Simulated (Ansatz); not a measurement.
Cost and result for the atomization energy of C$_{2}$H$_{7}$AlO$_{3}$ (`C[O][Al]([OH])[O]C`) (13 atoms, 12 bonds).

```tsv
atom	x (Å)	y (Å)	z (Å)
C1	-0.6270	-1.5547	-1.2672
O2	-1.2797	-0.4831	-0.6588
Al3	-0.9055	0.8209	0.3325
O4	-2.1358	1.8942	0.7590
O5	0.6191	1.1449	0.9402
C6	1.9029	0.6061	0.9414
H7	-0.9492	-2.5019	-0.8207
H8	0.4646	-1.4946	-1.1771
H9	-0.8730	-1.5867	-2.3339
H10	-3.0272	1.7674	0.4386
H11	1.9484	-0.3887	0.4809
H12	2.2706	0.5159	1.9691
H13	2.5918	1.2605	0.3960
```

The species carries charge 0 and has multiplicity 1. The geometry is a stationary point of PBE0-D4/def2-TZVP. It is one conformer, not always the lowest. Program: Ansatz. All runs use 4 threads of an Arm Neoverse V2 on a shared host. Times are those of one run each, without the atoms' runs, and a repeat can differ threefold. Electronic energies, without spin–orbit coupling; frozen cores. CCSD(T)/CBS adds CCSD(T) − MP2 in def2-TZVPP to the MP2 limit, and its time is that of the two runs behind it. T1 = 0.012. B3LYP takes the VWN-RPA correlation (the form of Gaussian; ORCA's B3LYP/G).

CCSD(T)/CBS is a level of theory with its own doubt, some kJ/mol a heavy atom from the limit and from the frozen cores, so smaller differences don't rank the functionals.

```csv
level,functions,wall time
LDA (SPW92)/def2-TZVPP,295,1.6 s
revPBE-D4/def2-TZVPP,295,2.6 s
PBE-D4/def2-TZVPP (with forces),295,3.1 s
BHLYP-D4/def2-TZVPP,295,3.8 s
CAM-B3LYP-D4/def2-TZVPP,295,4.3 s
B3LYP-D4/def2-TZVPP (with forces),295,6 s
r2SCANh-D4/def2-TZVPP,295,6.5 s
B2PLYP/def2-TZVPP,295,7.5 s
ωB97X-V/def2-TZVPP,295,9.5 s
CCSD(T)/def2-SVP,123,12 s
MP2/def2-QZVPP,565,32 s
CCSD(T)/def2-TZVPP,295,6.8 min
CCSD(T)/CBS(def2),–,7.4 min
```

(1) What atomization energy does each give, and how far from CCSD(T)/CBS? (Best estimate.)

Results:

(1) Computed: 
```
                            level  atomization (kcal/mol)  difference from CCSD(T)/CBS  per bond
           LDA (SPW92)/def2-TZVPP                  1401.9                        172.7      14.4
             revPBE-D4/def2-TZVPP                  1209.1                        -20.1      -1.7
  PBE-D4/def2-TZVPP (with forces)                  1243.1                         13.9       1.2
              BHLYP-D4/def2-TZVPP                  1181.3                        -47.9      -4.0
          CAM-B3LYP-D4/def2-TZVPP                  1231.5                          2.3       0.2
B3LYP-D4/def2-TZVPP (with forces)                  1221.9                         -7.3      -0.6
            r2SCANh-D4/def2-TZVPP                  1217.8                        -11.4      -1.0
                B2PLYP/def2-TZVPP                  1213.5                        -15.7      -1.3
               ωB97X-V/def2-TZVPP                  1225.2                         -4.0      -0.3
                 CCSD(T)/def2-SVP                  1155.9                        -73.3      -6.1
                   MP2/def2-QZVPP                  1244.6                         15.4       1.3
               CCSD(T)/def2-TZVPP                  1195.7                        -33.5      -2.8
                CCSD(T)/CBS(def2)                  1229.2                          0.0       0.0
```

Leaving LDA and LC-ωPBE aside and taking each functional with its dispersion term where it has one, the values spread over 61.8 kcal/mol, from BHLYP-D4 to PBE-D4. LDA lies +164.2 kcal/mol from PBE without D4, its usual overbinding. In def2-TZVPP, CCSD(T) changes the Hartree–Fock value by +311.8 kcal/mol (the triples alone add +17.4 kcal/mol) and MP2 by +340.6 kcal/mol; breaking electron pairs costs correlation energy, which Hartree–Fock lacks. The D4 term adds +8.5 kcal/mol with B3LYP and +4.5 kcal/mol with PBE0; it sums over pairs of atoms, weighted by their polarisabilities, and B3LYP, whose exchange is more repulsive, gets the larger term.
